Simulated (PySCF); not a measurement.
CH3BrOSn, SMILES C[O][Sn][Br] (connectivity only; charge and spin as stated), neutral, multiplicity 1. Atoms are numbered in the order given.

```xyz
7

Sn     0.3898    -0.1878     0.9132
Br    -1.2143     0.9483    -0.7314
O      1.4001    -1.3034    -0.3779
C      1.3160    -1.4667    -1.7618
H      0.5318    -0.8397    -2.2239
H      2.2818    -1.2102    -2.2333
H      1.0991    -2.5220    -2.0073
```

Geometry: PBE0-D3(BJ)/def2-SVP. The structure was generated by enumeration; whether it is a known compound was not checked. The def2 effective core potentials stand for the cores of Sn; spin–orbit coupling is left out. Other conformers were not sampled.

Level of theory: B3LYP/def2-TZVP run with PySCF.

ESP charges are fitted to the potential on shells at 1.4 to 2.0 van der Waals radii. Atomic charges (e):

```tsv
atom	ESP fit	Löwdin
Sn1	0.43	0.32
Br2	-0.25	-0.08
O3	…	-0.13
C4	…	-0.41
H5	…	0.09
H6	…	0.10
H7	…	0.10
```

**Question.** Fill in the missing entries. (An estimate is asked for; the answer gives what the named calculation found.)

**Answer.** 
- O3, ESP fit: -0.31
- C4, ESP fit: -0.05
- H5, ESP fit: 0.06
- H6, ESP fit: 0.06
- H7, ESP fit: 0.06
